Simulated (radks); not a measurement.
Task: The mean radii <r> (bohr) of the occupied orbitals of an atom or ion are listed with their occupations. Calculated with a radial shooting solver on a logarithmic mesh with Libxc functionals: Dirac Kohn-Sham, PBE, spin-unpolarised, spherical densities, point nucleus.

| orbital | occ. | <r> |
|---|---|---|
| 1s1/2 | 2 | 0.02781 |
| 2s1/2 | 2 | 0.1194 |
| 2p1/2 | 2 | 0.1008 |
| 2p3/2 | 4 | 0.1064 |
| 3s1/2 | 2 | 0.3217 |
| 3p1/2 | 2 | 0.3121 |
| 3p3/2 | 4 | 0.3235 |
| 3d3/2 | 4 | 0.2944 |
| 3d5/2 | 6 | 0.2980 |
| 4s1/2 | 2 | 0.7564 |
| 4p1/2 | 2 | 0.7892 |
| 4p3/2 | 4 | 0.8157 |
| 4d3/2 | 3.2 | 0.9202 |
| 4d5/2 | 4.8 | 0.9302 |
| 5p1/2 | 2 | 2.086 |
| 5p3/2 | 4 | 2.157 |

Name the element and its charge. Open shells, if any, are shared by 2j + 1.

Result: Z = 52, tellurium, charge +2: Te2+ in [Kr] 4d8 5p6. The 1s radius gives Z: for a bare nucleus <r> = (2 gamma + 1)/(2Z) with gamma = sqrt(1 - (Z/c)^2), 0.02741 bohr for Z = 52, and screening makes it slightly larger (0.02781 here). The occupations add up to 50, and the charge is Z minus that.
